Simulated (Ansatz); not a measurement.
`[SiH3]C([SiH3])[SiH3]`, charge 0, multiplicity 1.

Q: Give a relaxed structure at PBE0-D4/def2-TZVP (Ansatz 0.2.0). (Best estimate.)

A: Ansatz gave: 
```xyz
14

Si    1.535    0.064   -0.908
C    -0.178    0.427   -0.240
Si   -1.359   -0.977   -0.618
Si   -0.121    0.782    1.599
H     2.216   -0.912   -0.015
H     2.347    1.308   -0.964
H     1.463   -0.521   -2.275
H    -0.552    1.327   -0.745
H    -0.717   -2.271   -0.264
H    -2.616   -0.846    0.169
H    -1.702   -0.994   -2.065
H     1.030    1.662    1.940
H    -1.376    1.447    2.040
H     0.029   -0.497    2.344
```
Point group C3.
This is one stationary point; other conformers may exist.
